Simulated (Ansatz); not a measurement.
Input and output for C6H15FSi, SMILES `CC[Si](F)(CC)CC`.

```yaml
crystal:
  periodic: [false, false, false]
  atoms:
    - {symbol: C, position_ang: [1.023862, -1.118397, -2.501794]}
    - {symbol: C, position_ang: [0.110220, -0.040909, -1.922162]}
    - {symbol: Si, position_ang: [-0.488002, -0.384834, -0.185688]}
    - {symbol: F, position_ang: [-1.367068, -1.740338, -0.237586]}
    - {symbol: C, position_ang: [-1.607272, 0.982923, 0.420896]}
    - {symbol: C, position_ang: [-2.157919, 0.772130, 1.829531]}
    - {symbol: C, position_ang: [0.926021, -0.710212, 0.992315]}
    - {symbol: C, position_ang: [1.872020, 0.477403, 1.158921]}
    - {symbol: H, position_ang: [0.530855, -2.093495, -2.511304]}
    - {symbol: H, position_ang: [1.940959, -1.223615, -1.916085]}
    - {symbol: H, position_ang: [1.318826, -0.888747, -3.528780]}
    - {symbol: H, position_ang: [-0.773679, 0.089080, -2.557546]}
    - {symbol: H, position_ang: [0.618129, 0.931200, -1.922464]}
    - {symbol: H, position_ang: [-2.429875, 1.081268, -0.297187]}
    - {symbol: H, position_ang: [-1.053389, 1.927987, 0.364757]}
    - {symbol: H, position_ang: [-2.832354, 1.579786, 2.124934]}
    - {symbol: H, position_ang: [-2.715338, -0.164984, 1.901389]}
    - {symbol: H, position_ang: [-1.355799, 0.730863, 2.571291]}
    - {symbol: H, position_ang: [0.505201, -1.001258, 1.961075]}
    - {symbol: H, position_ang: [1.475331, -1.587783, 0.633931]}
    - {symbol: H, position_ang: [1.350102, 1.357084, 1.545744]}
    - {symbol: H, position_ang: [2.685313, 0.252592, 1.853267]}
    - {symbol: H, position_ang: [2.328657, 0.765156, 0.207844]}
basis:
  gaussian: {orbitals: pcseg-2, point_charges: [{charge: 1.00, position_ang: [7.207, 0.154, -0.784]}]}
magnetization: {spin_polarized: true, initial_magnetization: 2}
hamiltonian: {xc: {name: r2SCAN50}, dispersion: d3bjatm}
output: {forces: true}
```

```sh
$ ansatz run in.yaml --threads 5 --pin off --events-out ev --progress --plain --max-ram 66560MiB --backend cuda --devices 0, --max-vram 37GiB
```

Output, abridged:

```
Functional definition: r2SCAN50
2368 factors; their error is unknown
mean field evaluation 1: about -17040.0823 eV, gradient 5.2e1 eV
mean field evaluation 2: about -17042.6483 eV, gradient 4.6e1 eV
mean field evaluation 4: about -17052.9551 eV, gradient 3.1e0 eV
mean field evaluation 8: about -17053.0689 eV, gradient 4.5e-1 eV
mean field evaluation 16: about -17053.4329 eV, gradient 2.7e-1 eV
mean field evaluation 32: about -17053.3464 eV, gradient 4.2e-1 eV
mean field -17053.43420702 eV, -626.7021478752 hartree, gradient 3.8e-6 eV, S^2 2.009561; 6 other end points of the search recorded, 0 dependent functions left out
reference -17053.43422172 eV, -626.7021484153 hartree; 38, 36 occupied and 416, 418 virtual orbitals, 2368 factors
Total energy: -17053.65642253 eV, -626.7103141444 hartree
Atom 0 at     1.023862    -1.118397    -2.501794 Å, force    -0.142135    -0.186294    -0.074987 eV/Å
Atom 1 at     0.110220    -0.040909    -1.922162 Å, force     1.102552    -0.204892    -0.418500 eV/Å
Atom 2 at    -0.488002    -0.384834    -0.185688 Å, force    -3.391667    -0.061528    -2.386524 eV/Å
Atom 3 at    -1.367068    -1.740338    -0.237586 Å, force     1.168588     1.259164     0.322398 eV/Å
Atom 4 at    -1.607272     0.982923     0.420896 Å, force     0.110938     0.332947     0.938214 eV/Å
Atom 5 at    -2.157919     0.772130     1.829531 Å, force    -0.104479    -0.094970     0.099956 eV/Å
Atom 6 at     0.926021    -0.710212     0.992315 Å, force     3.948226     0.235670     3.170053 eV/Å
Atom 7 at     1.872020     0.477403     1.158921 Å, force    -1.992849     0.567326    -1.224455 eV/Å
Atom 8 at     0.530855    -2.093495    -2.511304 Å, force     0.106578     0.328874    -0.042487 eV/Å
Atom 9 at     1.940959    -1.223615    -1.916085 Å, force    -0.121547     0.161816    -0.113429 eV/Å
Atom 10 at     1.318826    -0.888747    -3.528780 Å, force    -0.165314     0.001888     0.318970 eV/Å
Atom 11 at    -0.773679     0.089080    -2.557546 Å, force    -0.119908    -0.263093     0.490313 eV/Å
Atom 12 at     0.618129     0.931200    -1.922464 Å, force    -0.131812    -0.365394     0.237628 eV/Å
Atom 13 at    -2.429875     1.081268    -0.297187 Å, force     0.269738    -0.414801    -0.008197 eV/Å
Atom 14 at    -1.053389     1.927987     0.364757 Å, force    -0.047281    -0.434323     0.010256 eV/Å
Atom 15 at    -2.832354     1.579786     2.124934 Å, force     0.251657    -0.266677    -0.158726 eV/Å
Atom 16 at    -2.715338    -0.164984     1.901389 Å, force     0.150046     0.330879    -0.057208 eV/Å
Atom 17 at    -1.355799     0.730863     2.571291 Å, force    -0.214303     0.084724    -0.241913 eV/Å
Atom 18 at     0.505201    -1.001258     1.961075 Å, force    -0.966681     0.376828    -0.385405 eV/Å
Atom 19 at     1.475331    -1.587783     0.633931 Å, force    -0.152136    -0.080295    -1.031740 eV/Å
Atom 20 at     1.350102     1.357084     1.545744 Å, force     0.108875    -0.242967     0.130447 eV/Å
Atom 21 at     2.685313     0.252592     1.853267 Å, force     0.231512    -0.720417     0.168829 eV/Å
Atom 22 at     2.328657     0.765156     0.207844 Å, force     0.313800    -0.325654     0.204963 eV/Å
Dipole moment:    -1.644421     0.277913    -0.032362 e Å
```

Run time 31 s (5 threads of an AMD EPYC 7R13 on a shared host and a share of an NVIDIA H100 80 GB); peak host memory 1.2 GiB.
